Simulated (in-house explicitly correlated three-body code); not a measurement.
Values are calculated unless marked as measured or tabulated.
Taking the two-electron ground state apart, Z = 1.48

A variational code in 260 exponentially correlated functions gives, for two electrons around a point charge Z = 1.48 (non-relativistic, fixed nucleus, atomic units): E = -1.418138, <1/r> = 1.168524 per electron, <1/r12> = 0.622555. From its density, U = 1.393906 (Hartree energy) and T_s = 1.384664 (kinetic energy of the doubly filled orbital √(n/2)). Further, <r²> = 2.70533 per electron, <r12²> = 5.76764 and <p1·p2> = 0.09305.

Problem. Check the virial theorem, and compare with the screened hydrogenic estimate.

Solution. V = −2Z<1/r> + <1/r12> = -3.458831 + 0.622555 = -2.836276, and 2E = -2.836276, so T = −E = 1.418138. A product of 1s orbitals with exponent Z − 5/16 = 1.1675 gives −1.1675² = -1.36306, which is 55.1 millihartree too high.

Problem. Find the exchange and correlation energies of density-functional theory.

Solution. For two electrons in one orbital E_x = −U/2 = -0.696953. The potential part of correlation is U_c = <1/r12> − U − E_x = -0.074398, the kinetic part T_c = T − T_s = 0.033474, and E_c = T_c + U_c = -0.040924 hartree. Restricted Hartree-Fock gives -1.377421, so the correlation energy of wave-function theory is -0.040717.

Problem. What do the second moments say about angular correlation and diamagnetism?

Solution. From r12² = r1² + r2² − 2 r1·r2, <r1·r2> = <r²> − <r12²>/2 = -0.17849 bohr². It vanishes for a product of s orbitals, and its negative sign shows that the electrons favour opposite sides of the nucleus. The Langevin susceptibility is −0.79199e-6 × 2<r²> = -4.285e-6 cm³/mol.

Problem. How does a model nuclear mass of 3 u change the ionisation energy, to first order in m/M (1 hartree = 27.211386 eV)?

Solution. m/M = 1/(3 × 1822.8885) = 1.82860e-04. With a fixed nucleus the second electron is bound by −Z²/2 − E = 0.322938 hartree = 8.7876 eV. The reduced mass scales this by 1 − m/M, a change of -1.607 meV. The mass-polarisation term raises the two-electron state by (m/M)<p1·p2> = 17.02 microhartree, a further -0.463 meV. The sum is 8.7855 eV, before relativistic and QED terms.
